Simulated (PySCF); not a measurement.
A ladder of Hamiltonians for Kr(30+) (krypton, charge +30)

Occupied: 1s1/2, 2s1/2, 2p1/2. Hartree-Fock calculated with PySCF 2.14 in an even-tempered Gaussian basis (19 s from 3.5 bohr⁻², ratio 2.3; 14 p from 4.2 bohr⁻², ratio 2.3), Gaussian nucleus throughout. NR is non-relativistic, sf-X2C the spin-free one-electron X2C Hamiltonian, X2C adds the bare one-electron spin-orbit term, X2C-SNSO screens it by Boettger's factors, DC is four-component Dirac-Coulomb, and the Gaunt and Breit terms are added at first order (total energies over the DC spinors, levels after relaxing the spinors in that mean field). QED terms are absent. Levels marked empty are virtual spinors of this ion.

```tsv
Hamiltonian	E (hartree)	E − E(DC) (hartree)	CPU seconds
X2C	-1862.8890	0.2200	0.29
X2C-SNSO	-1862.7016	0.4074	0.29
DC	-1863.1090	0.0000	8.5
DC+Gaunt	-1862.0739	1.0351	16
DC+Breit	-1862.1268	0.9822	51
```

| level (eV) | X2C | X2C-SNSO | DC | DC+Gaunt | DC+Breit |
| --- | --- | --- | --- | --- | --- |
| 1s1/2 | -16494.0 | -16494.3 | -16501.2 | -16480.3 | -16481.0 |
| 2s1/2 | -3689.2 | -3689.3 | -3690.1 | -3688.2 | -3688.3 |
| 2p1/2 | -3593.2 | -3590.8 | -3591.3 | -3587.3 | -3587.8 |
| 2p3/2 (empty) | -3377.4 | -3378.7 | -3378.7 | -3376.7 | -3377.2 |
| 3s1/2 (empty) | -1496.3 | -1496.3 | -1496.5 | -1495.9 | -1496.0 |

Weight of the small component: 1s1/2 0.0172, 2s1/2 0.00382, 2p1/2 0.00380, 2p3/2 0.00365, 3s1/2 0.00150.

Koopmans' value for the highest occupied level at DC+Breit: 3587.8 eV, against an ionisation energy of 3584 ± 4 eV (semi-empirical (NIST evaluation); NIST Atomic Spectra Database, ionization energies); the former lacks relaxation, correlation, QED and recoil.

The whole ladder took 78 s of wall time on 1 thread of Neoverse-V2 (shared host), launched as `OMP_NUM_THREADS=1 python relrun2.py TASK.json OUT` (a driver that calls PySCF for each Hamiltonian).
